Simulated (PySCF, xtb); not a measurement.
ClH2Si, SMILES [SiH2]Cl (connectivity only; charge and spin as stated), charge +1, multiplicity 1.

GFN2-xTB in xtb at its own geometry gives an orbital gap of 3.99 eV.

Coordinates come from a B3LYP-D3(BJ)/def2-TZVP optimisation. The spin state was assumed, not searched. The isomer is the one that the SMILES or the coordinates give; other isomers of the formula were not compared.

What does PySCF with CAM-B3LYP/def2-TZVPD give? (Estimate from the structure and the level; the computed values follow.)

gap 8.91 eV (levels -17.34 and -8.43 eV).
